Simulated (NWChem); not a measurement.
The numbers come from NWChem runs, not from measurements. System: F6S (-1), charge -1, spin multiplicity 2, at a geometry optimised with UPBE/def2-SVP. The structure started from a generated list of species. Its SCF solution wasn't tested for a lower state. Level: UHF/def2-SVPD.

Output (cleaned and shortened):

```
             Northwest Computational Chemistry Package (NWChem) 7.3.0
             --------------------------------------------------------

                                NWChem Input Module
                                -------------------

 Scaling coordinates for geometry "geometry" by  1.889725989
 (inverse scale =  0.529177249)

 Turning off AUTOSYM since
 SYMMETRY directive was detected!

                             Geometry "geometry" -> ""
                             -------------------------

 Output coordinates in angstroms (scale by  1.889725989 to convert to a.u.)

  No.       Tag          Charge          X              Y              Z
 ---- ---------------- ---------- -------------- -------------- --------------
    1 F                    9.0000     1.75127400     0.00000000     0.00000000
    2 S                   16.0000     0.00000000     0.00000000     0.00000000
    3 F                    9.0000     0.00000000     0.00000000     1.75128600
    4 F                    9.0000     0.00000000    -1.75126900     0.00000000
    5 F                    9.0000     0.00000000     0.00000000    -1.75128600
    6 F                    9.0000     0.00000000     1.75126900     0.00000000
    7 F                    9.0000    -1.75127400     0.00000000     0.00000000

 Effective nuclear repulsion energy (a.u.)     505.4666749453

            Nuclear Dipole moment (a.u.)
            ----------------------------
        X                 Y               Z
 ---------------- ---------------- ----------------
     0.0000000000     0.0000000000     0.0000000000

      Symmetry information
      --------------------

 Group name             D2h
 Group number             26
 Group order               8
 No. of unique centers     4

      Symmetry unique atoms

     1    2    3    4


 Summary of "ao basis" -> "" (spherical)
 ------------------------------------------------------------------------------
       Tag                 Description            Shells   Functions and Types
 ---------------- ------------------------------  ------  ---------------------
 *                         def2-svpd                  on all atoms

 Summary of "ao basis" -> "ao basis" (spherical)
 ------------------------------------------------------------------------------
       Tag                 Description            Shells   Functions and Types
 ---------------- ------------------------------  ------  ---------------------
 F                         def2-svpd                 9       23   4s3p2d
 S                         def2-svpd                11       27   5s4p2d

                                 NWChem SCF Module
                                 -----------------

  ao basis        = "ao basis"
  functions       =   165
  atoms           =     7
  alpha electrons =    36
  beta  electrons =    35
  charge          =  -1.00
  wavefunction    = UHF
  use symmetry    = T
  symmetry adapt  = T

 Summary of "ao basis" -> "ao basis" (spherical)
 ------------------------------------------------------------------------------
       Tag                 Description            Shells   Functions and Types
 ---------------- ------------------------------  ------  ---------------------
 F                         def2-svpd                 9       23   4s3p2d
 S                         def2-svpd                11       27   5s4p2d

      Symmetry analysis of basis
      --------------------------

        ag         42
        au          6
        b1g        14
        b1u        25
        b2g        14
        b2u        25
        b3g        14
        b3u        25

 Forming initial guess at       0.1s

   Symmetry analysis of molecular orbitals - initial alpha
   -------------------------------------------------------

  Numbering of irreducible representations:

     1 ag          2 au          3 b1g         4 b1u         5 b2g
     6 b2u         7 b3g         8 b3u

  Orbital symmetries:

     1 ag          2 ag          3 ag          4 ag          5 b1u
     6 b2u         7 b3u         8 ag          9 b2u        10 b3u
    11 b1u        12 ag         13 b2u        14 b1u        15 b3u
    16 ag         17 ag         18 ag         19 b1u        20 b2u
[...]
     7      0.344180  1 F  pz                55     -0.344192  3 F  px
   101      0.344192  5 F  px               149     -0.344180  7 F  pz
    10     -0.242544  1 F  pz                58      0.242553  3 F  px
   104     -0.242553  5 F  px               152      0.242544  7 F  pz

 Vector   34  Occ=1.000000D+00  E=-4.089371D-01  Symmetry=ag
              MO Center= -2.7D-15, -1.1D-16,  1.1D-15, r^2= 3.5D+00
   Bfn.  Coefficient  Atom+Function         Bfn.  Coefficient  Atom+Function
  ----- ------------  ---------------      ----- ------------  ---------------
    79      0.328797  4 F  py               125     -0.328797  6 F  py
     5      0.277626  1 F  px               147     -0.277626  7 F  px
    82     -0.248985  4 F  py               128      0.248985  6 F  py
     8     -0.210235  1 F  px               150      0.210235  7 F  px
    45      0.168093  2 S  d  2

 Vector   35  Occ=1.000000D+00  E=-4.089327D-01  Symmetry=ag
              MO Center=  3.6D-16, -1.6D-15, -3.1D-15, r^2= 3.5D+00
   Bfn.  Coefficient  Atom+Function         Bfn.  Coefficient  Atom+Function
  ----- ------------  ---------------      ----- ------------  ---------------
    57      0.350119  3 F  pz               103     -0.350119  5 F  pz
    60     -0.265133  3 F  pz               106      0.265133  5 F  pz
     5     -0.219375  1 F  px               147      0.219375  7 F  px
    43      0.168090  2 S  d  0               8      0.166124  1 F  px
   150     -0.166124  7 F  px

 Vector   36  Occ=0.000000D+00  E= 1.802087D-01  Symmetry=ag
              MO Center=  6.1D-16,  3.5D-16, -1.5D-16, r^2= 5.9D+00
   Bfn.  Coefficient  Atom+Function         Bfn.  Coefficient  Atom+Function
  ----- ------------  ---------------      ----- ------------  ---------------
    27      1.802376  2 S  s                 28      1.707637  2 S  s
    26      0.465857  2 S  s                  4     -0.457175  1 F  s
    54     -0.457190  3 F  s                 77     -0.457169  4 F  s
   100     -0.457190  5 F  s                123     -0.457169  6 F  s
   146     -0.457175  7 F  s                 25     -0.372369  2 S  s

 Vector   37  Occ=0.000000D+00  E= 2.335890D-01  Symmetry=b2u
              MO Center=  5.6D-16, -3.1D-15,  3.6D-16, r^2= 1.6D+01
   Bfn.  Coefficient  Atom+Function         Bfn.  Coefficient  Atom+Function
  ----- ------------  ---------------      ----- ------------  ---------------
    39      3.862628  2 S  py                77      1.211185  4 F  s
   123     -1.211185  6 F  s                 12     -0.665434  1 F  py
    62     -0.665429  3 F  py               108     -0.665429  5 F  py
   154     -0.665434  7 F  py                36      0.465735  2 S  py
    85     -0.364671  4 F  py               131     -0.364671  6 F  py

 Vector   38  Occ=0.000000D+00  E= 2.335891D-01  Symmetry=b3u
              MO Center= -3.5D-16, -1.4D-16, -4.9D-16, r^2= 1.6D+01
   Bfn.  Coefficient  Atom+Function         Bfn.  Coefficient  Atom+Function
  ----- ------------  ---------------      ----- ------------  ---------------
    38      3.862622  2 S  px                 4     -1.211188  1 F  s
   146      1.211188  7 F  s                 61     -0.665426  3 F  px
    84     -0.665433  4 F  px               107     -0.665426  5 F  px
   130     -0.665433  6 F  px                35      0.465737  2 S  px
    11     -0.364664  1 F  px               153     -0.364664  7 F  px

 center of mass
 --------------
 x =   0.00000000 y =   0.00000000 z =   0.00000000

 moments of inertia (a.u.)
 ------------------
         832.309067677454           0.000000000000           0.000000000000
           0.000000000000         832.311443960528           0.000000000000
           0.000000000000           0.000000000000         832.303364570397

  Mulliken analysis of the total density
  --------------------------------------

    Atom       Charge   Shell Charges
 -----------   ------   -------------------------------------------------------
    1 F    9     9.73   1.99  1.13  0.86  0.06  3.28  2.20  0.20  0.00  0.01
    2 S   16    12.59   2.00  1.99  1.52 -0.16  0.02  5.93  1.08  0.27 -0.09  0.48 -0.45
    3 F    9     9.73   1.99  1.13  0.86  0.06  3.28  2.20  0.20  0.00  0.01
    4 F    9     9.73   1.99  1.13  0.86  0.06  3.28  2.20  0.20  0.00  0.01
    5 F    9     9.73   1.99  1.13  0.86  0.06  3.28  2.20  0.20  0.00  0.01
    6 F    9     9.73   1.99  1.13  0.86  0.06  3.28  2.20  0.20  0.00  0.01
    7 F    9     9.73   1.99  1.13  0.86  0.06  3.28  2.20  0.20  0.00  0.01

  Mulliken analysis of the alpha density
  --------------------------------------

    Atom       Charge   Shell Charges
 -----------   ------   -------------------------------------------------------
    1 F    9     4.93   1.00  0.57  0.43  0.02  1.71  1.11  0.10  0.00  0.00
    2 S   16     6.39   1.00  1.00  0.93 -0.02  0.01  2.96  0.47  0.08 -0.05  0.22 -0.22
    3 F    9     4.93   1.00  0.57  0.43  0.02  1.71  1.11  0.10  0.00  0.00
    4 F    9     4.93   1.00  0.57  0.43  0.02  1.71  1.11  0.10  0.00  0.00
    5 F    9     4.93   1.00  0.57  0.43  0.02  1.71  1.11  0.10  0.00  0.00
    6 F    9     4.93   1.00  0.57  0.43  0.02  1.71  1.11  0.10  0.00  0.00
    7 F    9     4.93   1.00  0.57  0.43  0.02  1.71  1.11  0.10  0.00  0.00

   Mulliken analysis of the beta density
   -------------------------------------

    Atom       Charge   Shell Charges
 -----------   ------   -------------------------------------------------------
    1 F    9     4.80   1.00  0.56  0.44  0.03  1.57  1.09  0.10  0.00  0.01
    2 S   16     6.20   1.00  0.99  0.59 -0.14  0.01  2.97  0.61  0.19 -0.05  0.27 -0.23
    3 F    9     4.80   1.00  0.56  0.44  0.03  1.57  1.09  0.10  0.00  0.01
    4 F    9     4.80   1.00  0.56  0.44  0.03  1.57  1.09  0.10  0.00  0.01
    5 F    9     4.80   1.00  0.56  0.44  0.03  1.57  1.09  0.10  0.00  0.01
    6 F    9     4.80   1.00  0.56  0.44  0.03  1.57  1.09  0.10  0.00  0.01
    7 F    9     4.80   1.00  0.56  0.44  0.03  1.57  1.09  0.10  0.00  0.01

   Mulliken analysis of the spin density
   -------------------------------------

    Atom       Charge   Shell Charges
 -----------   ------   -------------------------------------------------------
    1 F    9     0.14   0.00  0.01 -0.01 -0.01  0.14  0.02 -0.01 -0.00 -0.01
    2 S   16     0.19   0.00  0.00  0.35  0.12 -0.00 -0.00 -0.14 -0.11  0.00 -0.05  0.01
    3 F    9     0.14   0.00  0.01 -0.01 -0.01  0.14  0.02 -0.01 -0.00 -0.01
    4 F    9     0.14   0.00  0.01 -0.01 -0.01  0.14  0.02 -0.01 -0.00 -0.01
    5 F    9     0.14   0.00  0.01 -0.01 -0.01  0.14  0.02 -0.01 -0.00 -0.01
    6 F    9     0.14   0.00  0.01 -0.01 -0.01  0.14  0.02 -0.01 -0.00 -0.01
    7 F    9     0.14   0.00  0.01 -0.01 -0.01  0.14  0.02 -0.01 -0.00 -0.01

       Multipole analysis of the density wrt the origin
       ------------------------------------------------

     L   x y z        total         alpha         beta         nuclear
     -   - - -        -----         -----         ----         -------
     0   0 0 0     -1.000000    -36.000000    -35.000000     70.000000

     1   1 0 0     -0.000000     -0.000000      0.000000      0.000000
     1   0 1 0     -0.000000     -0.000000     -0.000000      0.000000
     1   0 0 1     -0.000000     -0.000000     -0.000000      0.000000

     2   2 0 0    -39.412790   -120.206991   -116.347445    197.141645
     2   1 1 0     -0.000000     -0.000000     -0.000000      0.000000
     2   1 0 1      0.000000     -0.000000      0.000000      0.000000
     2   0 2 0    -39.412686   -120.206357   -116.346848    197.140520
     2   0 1 1     -0.000000      0.000000     -0.000000      0.000000
     2   0 0 2    -39.413040   -120.208511   -116.348876    197.144347

 Task  times  cpu:        4.2s     wall:        4.2s

 Total times  cpu:        4.2s     wall:        4.2s
```

Problem. Write an NWChem input that would produce this output.

Solution. Several could match; the one computed here: 
```
start mol
memory heap 200 mb stack 900 mb global 1100 mb
charge -1
geometry units angstroms nocenter noautoz
  F      1.751274     0.000000     0.000000
  S      0.000000     0.000000     0.000000
  F      0.000000     0.000000     1.751286
  F      0.000000    -1.751269     0.000000
  F      0.000000     0.000000    -1.751286
  F      0.000000     1.751269     0.000000
  F     -1.751274     0.000000     0.000000
  symmetry group D2h
end
basis spherical
  * library def2-svpd
end
scf
  uhf
  nopen 1
  maxiter 100
  thresh 1e-7
  semidirect memsize 60000000 filesize 0
  # guess.movecs holds the orbitals of an unrestricted PBE0 run
  vectors input guess.movecs output mol.movecs
end
task scf energy
```
